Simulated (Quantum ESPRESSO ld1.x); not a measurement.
Q: Radial electron density D(r) = 4 pi r^2 rho(r) of an atom or ion with 36 electrons. Method: Dirac Kohn-Sham, BLYP, spin-unpolarised, spherical densities, point nucleus; computed with ld1.x of Quantum ESPRESSO 7.5.

```
   r/bohr * D(r) (the largest magnitude, 63.5, reaches the edge; | marks zero)
 0.002703 |   *
 0.003096 |    *
 0.003519 |     *
 0.004032 |      *
 0.004582 |        *
  0.00525 |          *
 0.005967 |            *
 0.006836 |               *
 0.007832 |                  *
 0.008901 |                      *
   0.0102 |                         *
  0.01159 |                             *
  0.01328 |                                 *
  0.01509 |                                    *
  0.01729 |                                        *
  0.01965 |                                          *
  0.02252 |                                            *
  0.02559 |                                            *
  0.02932 |                                           *
  0.03332 |                                          *
  0.03818 |                                        *
  0.04374 |                                      *
  0.04971 |                                     *
  0.05695 |                                      *
  0.06473 |                                        *
  0.07416 |                                            *
  0.08428 |                                                *
  0.09656 |                                                    *
   0.1097 |                                                      *
   0.1257 |                                                     *
   0.1429 |                                                 *
   0.1637 |                                          *
   0.1876 |                                    *
   0.2132 |                                 *
   0.2442 |                                 *
   0.2776 |                                    *
    0.318 |                                       *
   0.3615 |                                        *
   0.4141 |                                      *
   0.4707 |                               *
   0.5393 |                       *
   0.6129 |                *
   0.7022 |           *
   0.7981 |        *
   0.9143 |        *
    1.048 |       *
    1.191 |      *
    1.364 |     *
     1.55 |   *
    1.776 | *
    2.019 |*
    2.313 *
    2.629 *
    3.011 *
    3.423 *
    3.921 *
```

What is the nuclear charge?

A: Z = 41. The innermost maximum, from 1s, lies near gamma/Z bohr with gamma = sqrt(1 - (Z/c)^2) = 0.954, here 0.0233 bohr (found: 0.0254), and its height grows with Z. The density is that of the niobium ion Nb5+ in [Kr]; the configuration itself is not fixed sharply by these data, and Z only to a few units. D(r) has 3 maxima, at r = 0.0254, 0.112, 0.353 bohr, and minima at 0.0513, 0.227 bohr, inside which lie 2.06, 11.08 electrons.
